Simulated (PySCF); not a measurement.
**Correlation energy of Ir⁺ (iridium, charge +1)**

[Xe] 4f14 5d7 6s1, high-spin 5F determinant. Computed with PySCF 2.14 in ANO-RCC-VTZP, with the spin-free X2C one-electron Hamiltonian (Gaussian nucleus). Frozen: [Kr] 4d10 4f14; 16 electrons correlated.

```tsv
level	correlation energy (mhartree)
CCSD	-413.06
(T)	-10.85
CCSD(T)	-423.91
```

Diagnostics: T1 = 0.0080, D1 = 0.0270, largest double amplitude 0.027.

Is a single reference adequate?

Yes, within this model without spin-orbit coupling: T1 lies below 0.03 and no double amplitude reaches 0.07.
